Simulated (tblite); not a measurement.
Species: C8H4Cl (doublet state).
InChI=1S/C8H4Cl/c1-2-7-5-3-4-6-8(7)9/h1,3,5-6H

Computed with GFN2-xTB (tblite): harmonic, unscaled wavenumbers at the GFN2-xTB geometry, gas phase. Against measured fundamentals such values can be off by several per cent, at times by over 20. Open shells enter through the occupations alone, without spin polarisation, and single modes of such species can be off by tens of per cent.

Harmonic wavenumbers (cm⁻¹): 109.6, 110.9, 176.4, 258.6, 329.7, 355.8, 399.8, 478.6, 483.1, 493.4, 608.2, 646.2, 673.6, 678.2, 741.2, 786.0, 840.1, 888.7, 1004.5, 1083.0, 1130.4, 1194.1, 1222.8, 1256.9, 1357.6, 1406.9, 1509.8, 1581.2, 2259.9, 3072.4, 3090.6, 3093.7, 3398.0.

A = 2039, B = 1432, C = 841.2 MHz; mass 135.000 u (most abundant isotopes); point group Cs, symmetry number 1; spin multiplicity 2.

Q: What is the zero-point energy?

A: Half the sum of the wavenumbers: 18360 cm⁻¹ = 52.49 kcal/mol.

Q: What is S at 500 K and 1 bar for an ideal gas of classical rigid rotors and harmonic oscillators?

A: Translation 43.21, rotation 30.80, vibration 34.46, spin (R ln 2) 1.38: S = 109.8 cal/(mol K).

Q: And Cp and H(500 K) − H(0)?

A: Cp = 44.91 cal/(mol K), of which vibrations give 36.96 (their classical limit is 33 R = 65.6); H(500 K) − H(0) = 13.54 kcal/mol without the zero-point energy, 9.56 from vibrations.

Q: How do the functions run with temperature in this model?

A: 
```json
{"T (K)": "150", "S (cal/(mol K))": "72.9", "Cp (cal/(mol K))": "18.9", "H − H(0) (kcal/mol)": "1.87", "G − H(0) (kcal/mol)": "-9.06", "ln q(vib)": "1.28"}
{"T (K)": "250", "S (cal/(mol K))": "84.7", "Cp (cal/(mol K))": "28.0", "H − H(0) (kcal/mol)": "4.22", "G − H(0) (kcal/mol)": "-16.95", "ln q(vib)": "2.96"}
{"T (K)": "298.15", "S (cal/(mol K))": "90.0", "Cp (cal/(mol K))": "32.0", "H − H(0) (kcal/mol)": "5.67", "G − H(0) (kcal/mol)": "-21.16", "ln q(vib)": "3.84"}
{"T (K)": "400", "S (cal/(mol K))": "100.4", "Cp (cal/(mol K))": "39.3", "H − H(0) (kcal/mol)": "9.32", "G − H(0) (kcal/mol)": "-30.86", "ln q(vib)": "5.78"}
{"T (K)": "600", "S (cal/(mol K))": "118.4", "Cp (cal/(mol K))": "49.3", "H − H(0) (kcal/mol)": "18.26", "G − H(0) (kcal/mol)": "-52.80", "ln q(vib)": "9.62"}
{"T (K)": "900", "S (cal/(mol K))": "140.2", "Cp (cal/(mol K))": "57.8", "H − H(0) (kcal/mol)": "34.44", "G − H(0) (kcal/mol)": "-91.73", "ln q(vib)": "15.00"}
```

q(vib) and H(0) count from the zero-point level.

Q: Blend soft modes into free rotors: weight 1/[1 + (100 cm⁻¹/ν̃)⁴] for the oscillator and the rest for a rotor with moment μB/(μ + B), μ = h/(8π²ν), B = 10⁻⁴⁴ kg m². What vibrational entropy results?

A: 33.60 cal/(mol K) in place of 34.46, which changes −T·S at 500 K by +0.43 kcal/mol.

Q: What must be added to the electronic energy to get the Gibbs energy at 500 K and 1 bar?

A: ZPE + [H(500 K) − H(0)] − T·S = 52.49 + 13.54 − 54.92 = 11.11 kcal/mol.

Q: Which modes carry the vibrational entropy at 500 K?

A: 109.6 cm⁻¹: 4.29; 110.9 cm⁻¹: 4.27; 176.4 cm⁻¹: 3.36; 258.6 cm⁻¹: 2.62; 329.7 cm⁻¹: 2.16; 355.8 cm⁻¹: 2.02 cal/(mol K); the other 27 give 15.74 together.

Hindered rotation and anharmonicity are outside this model.

On one thread, Arm Neoverse V2 (aarch64), shared host with 96 logical CPUs at a one-minute load of 45, this took 0.36 s. This covers the Hessian and the dipole derivatives.
